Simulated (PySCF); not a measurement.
germylsilane anion (GeH6Si), SMILES [GeH3][SiH3] (connectivity only; charge and spin as stated), charge -1, multiplicity 2. Atoms are numbered in the order given.

```xyz
8

Si    -1.7623    -0.0308     0.0000
Ge     0.8504     0.0101     0.0000
H     -2.0397     0.8774     1.1848
H     -3.0910    -0.8581     0.0000
H     -2.0397     0.8774    -1.1848
H      2.1171     1.0272     0.0000
H      1.2565    -0.9085    -1.2112
H      1.2565    -0.9085     1.2112
```
Charge -1, spin multiplicity 2.

Coordinates come from a PBE0-D3(BJ)/def2-SVPD optimisation. The multiplicity is an assumed one; other spin states were not compared.

Computed with PBE0-D3(BJ)/def2-SVPD (PySCF).

Frequencies are harmonic and unscaled.

```json
[
 {"mode": "1", "ν (cm⁻¹)": "150", "IR (km/mol)": "3.8", "moving atoms (share of kinetic energy)": "H 99 %"},
 {"mode": "2", "ν (cm⁻¹)": "189", "IR (km/mol)": "0.3", "moving atoms (share of kinetic energy)": "Si 64 %, Ge 28 %"},
 {"mode": "3", "ν (cm⁻¹)": "219", "IR (km/mol)": "41.2", "moving atoms (share of kinetic energy)": "H 98 %"},
 {"mode": "4", "ν (cm⁻¹)": "264", "IR (km/mol)": "20.4", "moving atoms (share of kinetic energy)": "H 98 %"},
 {"mode": "5", "ν (cm⁻¹)": "459", "IR (km/mol)": "0.7", "moving atoms (share of kinetic energy)": "H 85 %, Si 11 %"},
 {"mode": "6", "ν (cm⁻¹)": "505", "IR (km/mol)": "6.0", "moving atoms (share of kinetic energy)": "H 87 %, Si 10 %"},
 {"mode": "7", "ν (cm⁻¹)": "787", "IR (km/mol)": "527.2", "moving atoms (share of kinetic energy)": "H 96 %"},
 {"mode": "8", "ν (cm⁻¹)": "853", "IR (km/mol)": "35.8", "moving atoms (share of kinetic energy)": "H 96 %"},
 {"mode": "9", "ν (cm⁻¹)": "856", "IR (km/mol)": "39.6", "moving atoms (share of kinetic energy)": "H 99 %"},
 {"mode": "10", "ν (cm⁻¹)": "875", "IR (km/mol)": "61.9", "moving atoms (share of kinetic energy)": "H 98 %"},
 {"mode": "11", "ν (cm⁻¹)": "926", "IR (km/mol)": "170.7", "moving atoms (share of kinetic energy)": "H 96 %"},
 {"mode": "12", "ν (cm⁻¹)": "942", "IR (km/mol)": "18.0", "moving atoms (share of kinetic energy)": "H 99 %"},
 {"mode": "13", "ν (cm⁻¹)": "1661", "IR (km/mol)": "1534.4", "moving atoms (share of kinetic energy)": "H 99 %"},
 {"mode": "14", "ν (cm⁻¹)": "1798", "IR (km/mol)": "390.3", "moving atoms (share of kinetic energy)": "H 97 %"},
 {"mode": "15", "ν (cm⁻¹)": "1963", "IR (km/mol)": "240.9", "moving atoms (share of kinetic energy)": "H 99 %"},
 {"mode": "16", "ν (cm⁻¹)": "1969", "IR (km/mol)": "264.4", "moving atoms (share of kinetic energy)": "H 98 %"},
 {"mode": "17", "ν (cm⁻¹)": "2072", "IR (km/mol)": "153.2", "moving atoms (share of kinetic energy)": "H 98 %"},
 {"mode": "18", "ν (cm⁻¹)": "2080", "IR (km/mol)": "278.3", "moving atoms (share of kinetic energy)": "H 96 %"}
]
```
